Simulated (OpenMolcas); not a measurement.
What dynamic correlation does to the levels of Mn⁵⁺

- Program: OpenMolcas 26.06
- Basis: ANO-RCC-VTZP [6s5p3d2f1g]
- Scalar Hamiltonian: DKH2, point nucleus
- Active space: 2 electrons in 5 orbitals (3d)
- State averaging: 2S+1 = 3 even, 10 roots; 2S+1 = 1 even, 15 roots kept (CI in the orbitals of an earlier block)
- Spin-orbit coupling: RASSI with atomic mean-field integrals over the reference wave functions, term energies averaged over their components

Methods on the same reference wave functions:
A. CASSCF
B. SS-CASPT2, IPEA 0.25 Eh, imaginary shift 0.1 Eh (closed shells correlated: 3s 3p)

Energies in cm-1 above 3d2 3F2, the measured ground level; measured values from Corliss and Sugar, J. Phys. Chem. Ref. Data 6, 1253 (1977).

| Level | A | B | Measured |
| --- | --- | --- | --- |
| 3d2 3F2 | 0.0 | 0.0 | 0.0 |
| 3d2 3F3 | 751 | 758 | 746 |
| 3d2 3F4 | 1705 | 1710 | 1669 |
| 3d2 1D2 | 18850 | 15360 | 15336 |
| 3d2 3P0 | 21888 | 18560 | 17782 |
| 3d2 3P1 | 22158 | 18840 | 18057 |
| 3d2 3P2 | 22767 | 19440 | 18628 |
| 3d2 1G4 | 28947 | 26100 | 25511 |
| 3d2 1S0 | 70291 | 60960 |  |

Deviations, from unrounded energies. A percentage is the sum of absolute deviations over the sum of measured energies, with the sign that they share, or ± where signs differ.

```tsv
Against measurement	Levels	A	B
mean absolute deviation (cm-1)	7	2800	430
fine structure of the ground term (%)	2	+1.7	+2.2
other terms of the ground configuration (%)	5	+20.2	+3.1
```

B lies closest to measurement on these levels. The largest miss of B in the table is 3d2 3P2, by +810 cm-1. The ranking rests on the paired levels alone, and a cruder setting can come out closer through cancelling errors.

From A to B the spin-free energies of the other terms of 3d2 shown, above 3F, scale by factors of 0.80 to 0.90, as is usual when dynamic correlation screens the repulsion within a d or f shell.

The lowest spin-free term lies below A's lowest term by 0.293 hartree in B.

CASPT2 breaks the degeneracy within a term, and the mean is taken; among the terms shown or strongly mixed into the levels shown the widest spread is 680 cm-1 (3d2 3F, B). Terms from blocks run as CI alone lack orbitals of their own. Without dynamic correlation excited terms often stand tens of per cent too high (terms of higher spin than the ground term too low), and those without a measured partner can miss by more than the paired ones (holds for A). Computed and measured levels are paired by configuration, term and J; levels that our copy of the source lacks, or whose pairing is in doubt (as where it misses far off the trend of its configuration), stay unpaired and out of the deviations. Levels of configurations outside the active space are missing.
